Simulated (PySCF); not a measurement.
A geometry optimisation on `ClB(Cl)[SiH2]C(Cl)Cl`.

Method: PBE0-D3(BJ)/def2-SVP geometry optimisation, gas phase (PySCF 2.14.0). Start geometry: GFN2-xTB. A driver script takes a list of jobs; this job's settings line and coordinates (Å) are shown.

Command:
```bash
OMP_NUM_THREADS=1 python probes_run.py task.json out
```

Input:
```
{"job": {"xc": "PBE0", "basis": "def2-SVP", "d3": "d3bj", "grid": 1, "shake": 0.01, "kind": "geom"}, "charge": 0, "multiplicity": 1}
Cl    -2.266500    -1.302000    -0.736160
B     -1.816050     0.253360    -0.135030
Cl    -3.069450     1.305430     0.411750
Si     0.139720     0.818030    -0.106920
C      1.201860    -0.778280     0.004760
Cl     0.755270    -1.607030     1.519980
Cl     2.930800    -0.345200     0.054960
H      0.522900     1.629700     1.044600
H      0.572500     1.501680    -1.299380
H      1.079400    -1.496630    -0.779620
```

Output:
```
step   0  E = -2193.61247977  max force = 0.021461
step   1  E = -2193.61578452  max force = 0.005498
step   2  E = -2193.61599943  max force = 0.001287
step   3  E = -2193.61601898  max force = 0.000365
step   4  E = -2193.61602755  max force = 0.000579
step   5  E = -2193.61603594  max force = 0.000394
optimisation converged
```

Energies in Eh; «max force» is the largest Cartesian gradient component in Eh/bohr.

**Question.** Give the first gradient maximum in eV/Å.

**Answer.** With 1 Eh/bohr = 51.422 eV/Å, 1.104 eV/Å.

**Question.** How much energy does the optimisation release, in kcal/mol?

**Answer.** E(step 0) − E(last step) = 0.003556 Eh, which is 2.2 kcal/mol.

Summary of the converged run: final energy -2193.61604 Eh after 5 steps; dipole 1.41 D.

**Question.** Where do the atoms end?

**Answer.** 0.060 Å rms from the input after alignment:
```
atom  x, y, z in Å
Cl1   -2.5799   -1.4719   -0.5015
B2    -2.1453    0.0812    0.1741
Cl3   -3.4154    1.1609    0.6894
Si4   -0.2010    0.6286    0.2730
C5     0.8422   -0.9567    0.4632
Cl6    0.3328   -1.7626    1.9777
Cl7    2.5813   -0.5793    0.4656
H8     0.0947    1.5155    1.4321
H9     0.1935    1.3060   -1.0016
H10    0.6685   -1.6785   -0.3456
```

**Question.** Estimate the wall time. Hardware: Arm Neoverse V2, one thread, on a shared host. And the peak memory of the process?

**Answer.** About 53 s, with 0.52 GiB resident at the peak, the Python interpreter and its libraries included.
Labels such as C1 count atoms from 1, the log's own numbers from 0.
